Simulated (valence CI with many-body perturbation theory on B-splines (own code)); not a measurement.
**A CI+MBPT run for I⁴⁷⁺**

Computed by valence CI with perturbative core correlation (CI+MBPT): four valence electrons over a frozen Dirac-Fock core [He], radial functions for each j: 11 s, 11 p, 9 d, 7 f, 5 g, 2 h, 1 i, with the one-electron correlation potential Σ1 (screened to all orders), the two-electron term Σ2, the three-electron term Σ3, Breit, model QED; selected single and double excitations, second order for the rest (own B-spline code, finite nucleus).

Command, and the settings that its task file holds:

```sh
python run_cv.py task.json out
```

```
atom I  Z=53  mass_number=127  rms_radius_fm=4.7500
core [He]
valence 2s2 2p2
avg = 1
basis = L
breit = 1
cap = 40000
capref = 1200
cscale = 1
de = 0.0
dress = 0
eps = 2e-08
h = 0.27
hh = 1
l2 = 3
lcore = 6
maxit = 60
n2 = 5
natural = 1
nlev = 60
nno = [7, 7, 6, 5, 4, 2, 1]
nroot = 26
nsp = [4, 4, 3, 2, 1, 0, 0]
pt2 = 1
qed = 1
rpa = 1
s1 = 1
s2 = 1
s3 = 1
screen = 1
tol = 2e-05
```

It took 3.5 min on 1 thread of Arm Neoverse V2 (shared host).

Log. The first blocks belong to the next ion, which gives the ionisation energy. Fields: 2J, parity (1 odd), roots, reference size, generating configurations, candidates as configurations/state functions, variational space P, stored matrix elements, Davidson steps; e2 is the range of second-order energies in hartree. The first line gives the box (bohr), its intervals, the orbitals and the steps of their self-consistent field. Window is the range of levels sought, series limit the energy at which the first omitted orbital would enter, core excitation an estimate of the first excitation out of the core, left out the lowest levels not solved, and shifts from estimates the range by which levels moved from their first estimate, all in cm⁻¹.

```
rmax 1.8 intervals 55 orbitals 81 references ['2s2 2p2', '2s 2p3', '2p4'] scf 2 t 0.4
2J=1 par=1 roots 2 ref 40 generators 2 cand 2895/4152 P 1791/2729 nnz 1.5e+06 it 5
2J=1 par=1 roots 2 ref 40 generators 2 cand 1136/1463 P 2036/3109 nnz 2e+06 it 4
   second order: generators 4 cand 2484/3219 e2 -0.00001 -0.00000
reference levels 672, estimated 468, window 43390726 1/cm; series limit 58761103, core excitation 232427673
2J=0 par=0 roots 12 ref 38 generators 16 cand 19552/32687 P 5365/7999 nnz 3.6e+06 it 5
2J=0 par=0 roots 12 ref 38 generators 17 cand 15915/27226 P 13452/22097 nnz 2.2e+07 it 5
   second order: generators 25 cand 19430/33950 e2 -0.00004 -0.00000
2J=2 par=0 roots 20 ref 83 generators 20 cand 25084/92241 P 2637/7999 nnz 5.2e+06 it 8
2J=2 par=0 roots 20 ref 83 generators 20 cand 23726/87963 P 11380/39998 nnz 7.7e+07 it 9
   second order: generators 27 cand 29167/121276 e2 -0.00053 -0.00013
2J=4 par=0 roots 23 ref 93 generators 21 cand 27985/131803 P 2431/8000 nnz 5.6e+06 it 6
2J=4 par=0 roots 23 ref 93 generators 21 cand 26741/127535 P 9687/39994 nnz 8.2e+07 it 8
   second order: generators 26 cand 28096/138534 e2 -0.00169 -0.00037
2J=4 par=1 roots 19 ref 100 generators 22 cand 27980/131623 P 2329/7995 nnz 5.9e+06 it 5
2J=4 par=1 roots 19 ref 100 generators 22 cand 26778/127367 P 9511/39988 nnz 8.3e+07 it 8
   second order: generators 32 cand 40591/219561 e2 -0.00110 -0.00023
2J=2 par=1 roots 20 ref 94 generators 22 cand 25167/92379 P 2827/8000 nnz 5.2e+06 it 7
2J=2 par=1 roots 20 ref 94 generators 23 cand 23694/88109 P 11843/39994 nnz 7.7e+07 it 8
   second order: generators 35 cand 36994/144542 e2 -0.00056 -0.00007
2J=6 par=1 roots 9 ref 70 generators 13 cand 24586/130331 P 2479/8000 nnz 5.8e+06 it 5
2J=6 par=1 roots 9 ref 70 generators 15 cand 25858/136498 P 8875/39996 nnz 9.4e+07 it 7
   second order: generators 21 cand 31883/195277 e2 -0.00041 -0.00017
2J=0 par=1 roots 8 ref 37 generators 12 cand 15963/25409 P 5184/7999 nnz 3.7e+06 it 5
2J=0 par=1 roots 8 ref 37 generators 13 cand 14914/25223 P 11325/18393 nnz 1.7e+07 it 5
   second order: generators 18 cand 19435/35021 e2 -0.00003 -0.00001
2J=6 par=0 roots 12 ref 63 generators 11 cand 24500/130222 P 2238/8000 nnz 5.8e+06 it 6
2J=6 par=0 roots 12 ref 63 generators 12 cand 25981/136365 P 8301/39996 nnz 9.5e+07 it 7
   second order: generators 17 cand 29878/175146 e2 -0.00063 -0.00031
2J=8 par=1 roots 3 ref 36 generators 6 cand 15664/84334 P 2273/7989 nnz 6.2e+06 it 5
2J=8 par=1 roots 3 ref 36 generators 6 cand 14218/78881 P 7034/32875 nnz 8.4e+07 it 5
   second order: generators 9 cand 13800/93468 e2 -0.00008 -0.00005
2J=8 par=0 roots 5 ref 31 generators 5 cand 16809/101400 P 2228/7998 nnz 6.3e+06 it 5
2J=8 par=0 roots 5 ref 31 generators 5 cand 15393/95929 P 7527/39997 nnz 1.3e+08 it 5
   second order: generators 7 cand 16655/103828 e2 -0.00011 -0.00003
2J=10 par=0 roots 2 ref 11 generators 2 cand 8706/47816 P 2154/7999 nnz 7.8e+06 it 5
2J=10 par=0 roots 2 ref 11 generators 2 cand 7401/42328 P 4505/21756 nnz 5.6e+07 it 6
   second order: generators 4 cand 12615/86830 e2 -0.00005 -0.00004
left out: unestimated 56366823, estimated 45936621, shifts from estimates -78 to 182
operators 0.2
```

The Davidson iterations converged.

No measured spectrum was set against this ion. As an estimate, large intervals hold to a few tenths of a per cent, small ones and those within an open d or f shell to about a per cent. Among the levels kept, up to 260 cm⁻¹ of a level comes from second order outside the variational space, and about a tenth of that is noise between levels of different J, which matters for small intervals.

* Valence energy: -1326.352 hartree
* Ionisation energy: 8602.1 eV (NIST: 8601 ± 4 eV (theoretical))
* Reference configurations for the orbitals: 2s2 2p2, 2s 2p3, 2p4
* Radial orbitals: 81
* Box radius: 1.756 bohr
* Largest variational space: 39998
* Lowest levels: (2s^2 2p1/2^2) J=0 0.000, (2s^2 2p1/2 2p3/2) J=1 22.436, (2s^2 2p1/2 2p3/2) J=2 23.571, (2s 2p1/2^2 2p3/2) J=2 35.717, (2s 2p1/2^2 2p3/2) J=1 40.104, (2s^2 2p3/2^2) J=2 46.900, (2s^2 2p3/2^2) J=0 49.803, (2s 2p1/2 2p3/2^2) J=2 [a] 57.045, (2s 2p1/2 2p3/2^2) J=3 59.558, (2s 2p1/2 2p3/2^2) J=0 62.214, (2s 2p1/2 2p3/2^2) J=1 [a] 63.272, (2s 2p1/2 2p3/2^2) J=2 [b] 64.022, (2s 2p1/2 2p3/2^2) J=1 [b] 64.284, (2p1/2^2 2p3/2^2) J=2 78.350 Ry

Levels are named by their leading jj configuration (3d3/2^4 stands for four electrons in 3d with j = 3/2), which in mixed levels can hold well under half, so a name can repeat and another be missing. Letters in brackets count levels of one name in rising energy.
